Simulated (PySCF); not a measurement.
A run for PySCF: R-B3LYP/6-31G* on F2H2Si (SMILES F[SiH2]F), a point of a bond scan (R = 2.572 Å).

```python
from pyscf import gto, scf, dft, mp
from pyscf.data.elements import chemcore

mol = gto.M(
    atom='''
    Si    0.22395286   -0.14590633    0.36051960
    F    -0.89516694   -0.95086907   -0.43504308
    F     0.40909919    1.26754447   -0.34742940
    H     2.43913075   -1.44143938    0.18756213
    H    -0.25049912    0.07882097    1.73329117
    ''',
    basis='6-31g*',
    cart=True,
    charge=0, spin=0, verbose=3, max_memory=1800)
mf = dft.RKS(mol, xc='b3lyp')
mf.conv_tol = 1e-8
mf.max_cycle = 100
mf.kernel()
if not mf.converged:
    mf = mf.newton().run(mf.mo_coeff, mf.mo_occ)
```

It printed:

```
converged SCF energy = -490.373306536541
```

The run converged.

Cost: very roughly 3 core-seconds.
